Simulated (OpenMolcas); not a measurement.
Mn6+, Tc6+, Re6+: d down the group

| Item | Value |
| --- | --- |
| Program | OpenMolcas 26.06 |
| Method | SS-CASPT2, IPEA 0.25 Eh, imaginary shift 0.1 Eh |
| Basis | ANO-R3 |
| Scalar Hamiltonian | X2C, finite nucleus |
| Spin-orbit coupling | RASSI with atomic mean-field integrals over the reference wave functions, term energies averaged over their components |

Active space for each ion: 1 electron in 5 orbitals (d); closed shells correlated by CASPT2: Mn6+ 3s 3p; Tc6+ 4s 4p; Re6+ 5s 5p.

Computed levels in cm-1 above 2D 3/2:

| Level | Mn6+ | Tc6+ | Re6+ |
| --- | --- | --- | --- |
| 2D 5/2 | 1299 | 3140 | 10740 |
| weight of 2D in the lowest level (%) | 100 | 100 | 100 |

Measured, with the error of the calculation in %. Measured levels: Mn6+ from Corliss and Sugar, J. Phys. Chem. Ref. Data 6, 1253 (1977).

```tsv
Level	Mn6+
2D 5/2	1350 (-3.7)
```

The fine-structure level 2D 5/2 changes by a factor of 8.27 from Mn6+ to Re6+.

Term energies are means over components that CASPT2 splits; among the terms shown or strongly mixed into the levels shown the widest spread is 19 cm-1 (3d 2D, Mn6+). With one active electron, CASPT2 adds the correlation within the correlated inactive shells and between them and that electron, and leaves the splitting within a term as the reference gives it. Computed and measured levels are paired by configuration, term and J; levels that our copy of the source lacks, or whose pairing is in doubt (as where it misses far off the trend of its configuration), stay unpaired and out of the deviations. Only configurations of the active space appear.
